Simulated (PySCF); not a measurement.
A PySCF script (with the pyscf-properties extension) for the NMR shieldings of 1,2-dimethylpyrazolidine (CN1CCCN1C, C5H12N2), on a GFN2-xTB geometry:

```python
import basis_set_exchange as bse
import numpy as np
from pyscf import gto, dft
from pyscf.prop import nmr

atoms = """
C    -0.772312   -1.860021    0.518338
N    -0.152307   -0.896614   -0.369931
C    -1.076194    0.136563   -0.845702
C    -0.883391    1.355782    0.081270
C     0.325152    0.942267    0.946067
N     0.912203   -0.227552    0.293346
C     1.959661    0.101557   -0.653767
H     0.016241   -2.473155    0.948544
H    -1.349991   -1.404625    1.333416
H    -1.432511   -2.494280   -0.071778
H    -2.098457   -0.239722   -0.839922
H    -0.808144    0.385175   -1.876537
H    -1.764540    1.539130    0.693539
H    -0.672187    2.257009   -0.492649
H     1.065114    1.733967    1.049593
H    -0.000328    0.641080    1.946056
H     1.652408    0.828773   -1.416072
H     2.261296   -0.818852   -1.149021
H     2.808483    0.502768   -0.102251
"""
names = dict.fromkeys(["C", "N", "H"], "pcSseg-1")
basis = {el: gto.basis.parse(bse.get_basis(n, elements=[el], fmt="nwchem")) for el, n in names.items()}
mol = gto.M(atom=atoms, basis=basis, charge=0, verbose=0)
mf = dft.RKS(mol, xc="PBE0")
mf.grids.level = 2
mf.grids.alignment = dft.numint.BLKSIZE   # the property module wants whole blocks of grid points
mf.conv_tol = 1e-9
mf.kernel()

calc = nmr.RKS(mf)   # GIAO
C = mf.mo_coeff
Co = C[:, mf.mo_occ > 0]
resp = mf.gen_response(singlet=True, hermi=2)
def vind(x):   # induced exchange potential for any number of trial vectors
    d = np.einsum("pi,xij,qj->xpq", C, 2 * x.reshape(-1, C.shape[1], Co.shape[1]), Co, optimize=True)
    return np.einsum("xpq,pi,qj->xij", resp(d - d.transpose(0, 2, 1)), C, Co, optimize=True).ravel()
mo1, _ = nmr.rhf.solve_mo1(calc, with_cphf=vind)
sigma = calc.kernel(mo1)
for i, s in enumerate(sigma):   # ppm
    w = np.linalg.eigvalsh((s + s.T) / 2)
    print("%2d %-2s iso %8.1f  s11 %8.1f  s22 %8.1f  s33 %8.1f" % (i, mol.atom_pure_symbol(i), w.mean(), *w))
```

Task: Give the expected output.

Result: 
```
 0 C  iso    139.7  s11    101.9  s22    131.2  s33    185.8
 1 N  iso    148.8  s11     69.3  s22    131.3  s33    245.8
 2 C  iso    135.4  s11     94.5  s22    134.3  s33    177.4
 3 C  iso    159.3  s11    113.2  s22    177.6  s33    187.2
 4 C  iso    135.3  s11     94.3  s22    135.7  s33    176.0
 5 N  iso    145.6  s11     65.1  s22    126.9  s33    244.9
 6 C  iso    140.4  s11    103.4  s22    132.5  s33    185.4
 7 H  iso     29.1  s11     24.5  s22     26.8  s33     35.9
 8 H  iso     29.4  s11     24.7  s22     27.3  s33     36.2
 9 H  iso     29.2  s11     24.8  s22     26.3  s33     36.5
10 H  iso     29.2  s11     24.3  s22     28.1  s33     35.2
11 H  iso     28.4  s11     23.5  s22     26.4  s33     35.3
12 H  iso     29.7  s11     25.1  s22     27.0  s33     36.9
13 H  iso     29.6  s11     25.2  s22     26.9  s33     36.8
14 H  iso     29.2  s11     24.5  s22     27.8  s33     35.2
15 H  iso     28.5  s11     23.5  s22     26.5  s33     35.4
16 H  iso     29.4  s11     24.7  s22     27.4  s33     36.1
17 H  iso     29.0  s11     24.5  s22     26.8  s33     35.9
18 H  iso     29.4  s11     25.0  s22     26.6  s33     36.7
```

These numbers come from an equivalent density-fitted implementation of the same equations, which agrees with the script to about 0.01 ppm for H and up to a few tenths of a ppm for heavy atoms, so last digits may differ.

Task: Turn these shieldings into chemical shifts. δ = σ(ref) − σ, references computed at the same level: TMS for ¹³C (186.93 ppm), ¹H (31.72 ppm); ¹⁵N (267.73 ppm) against NH3.

Result: Averaging equivalent atoms: C 2/4: 51.6; C 0/6: 46.9; C 3: 27.6; N 1/5: 120.5; H 10/11/14/15: 2.90; H 7/8/9/16/17/18: 2.46; H 12/13: 2.05 ppm. Experimental scales use liquid or dissolved standards, which lie at an offset from isolated NH3 (liquid NH3: subtract about 20 ppm).

Size and cost of the density-fitted run: 179 basis functions, 18 s wall time on 1 thread of an INTEL XEON PLATINUM 8581C, shared host; peak memory 0.75 GiB.
